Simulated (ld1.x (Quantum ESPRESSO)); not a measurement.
## Before and after: TM potential for vanadium (V)

vanadium, norm-conserving Troullier–Martins (Kleinman–Bylander form), made with ld1.x (Quantum ESPRESSO) 7.5 (PBE, scalar-relativistic). Core [Ar], reference 3d3 4s2 4p0. Waves: 4s (bound): rc 2.25 bohr; 3d (bound): rc 2.10 bohr; 4p (bound, empty): rc 2.60 bohr. Local part: the p channel. Core correction: none.

All-electron outer shells of the reference configuration (PBE, scalar-relativistic, ld1.x):

```json
{"shell": "3s", "level (eV)": "-70.24", "outermost node (bohr)": "0.38", "outermost maximum (bohr)": "0.82"}
{"shell": "3p", "level (eV)": "-44.04", "outermost node (bohr)": "0.35", "outermost maximum (bohr)": "0.84"}
{"shell": "3d", "level (eV)": "-5.16", "outermost node (bohr)": "–", "outermost maximum (bohr)": "0.90"}
{"shell": "4s", "level (eV)": "-4.70", "outermost node (bohr)": "1.17", "outermost maximum (bohr)": "2.76"}
{"shell": "4p", "level (eV)": "-1.44", "outermost node (bohr)": "1.30", "outermost maximum (bohr)": "3.63"}
```

Change: all radii scaled by about 1.38 (s 3.10, p 3.58, d 2.90 bohr).

Cutoffs: the cutoffs (Ry, on a coarse ladder) from which the occupation-weighted sum of valence levels, in a spherical-Bessel basis at the reference potential, stays within 10 and 1 mRy of its value at 400 Ry; they do not see the model core or the augmentation charge, which bear on the density cutoff. Errors are all-electron minus pseudo energies relative to the spin-unpolarised reference configuration.

Q: What does the change do?

A: The potential gets softer (55 Ry and 70 Ry → 35 Ry and 40 Ry); both files keep a bound ghost (s); the number of tests that count goes from 7 to 5; of the 5 tests that both files solve, the error grows in 2 and shrinks in 3 by more than 15 % and 0.3 meV (median size 94.8 → 89.6 meV). A larger radius leaves more room for a smooth pseudo-wave, so fewer plane waves are needed.

```tsv
quantity	base	changed
cutoff, loose	55 Ry	35 Ry
cutoff, tight	70 Ry	40 Ry
loose cutoff by channel (10 mRy a level)	s 6 Ry, d 50 Ry	s 8 Ry, d 30 Ry
bound ghosts	s	s
tests counted (converged, no solver errors)	7 of 7	5 of 7
error for 3d3 4s0 4p0, meV [ΔE 22.03 eV]	+154	+90
error for 3d2 4s0 4p0, meV [ΔE 50.93 eV]	+95	+271
error for 3d3 4s0 4p2, meV [ΔE 6.85 eV]	+27	+7.4
error for 3d3 4s0 4p1, meV [ΔE 11.84 eV]	+45	+22
error for 3d1 4s0 4p0, meV [ΔE 96.80 eV]	+552	+2395
```

Changed file: Tests not counted: 3d3 4s1 4p0 (solver errors, printed error -93.6 eV); 3d3 4s1 4p1 (pseudo-atom not self-consistent, printed error -136 eV). These tests converged, but a pseudo level misses the all-electron one widely, so the file describes the atom poorly there or has found another state: 3d3 4s0 4p0: empty 4s by 2.7 eV; 3d2 4s0 4p0: empty 4s by 6.4 eV; 3d1 4s0 4p0: empty 4s by 9.0 eV. A true bound ghost makes a file unfit for plane-wave use even where its test errors are small: the radial tests pick states by their node count and pass the ghost by. Where a test does run into it, the solver fails or the error is huge.
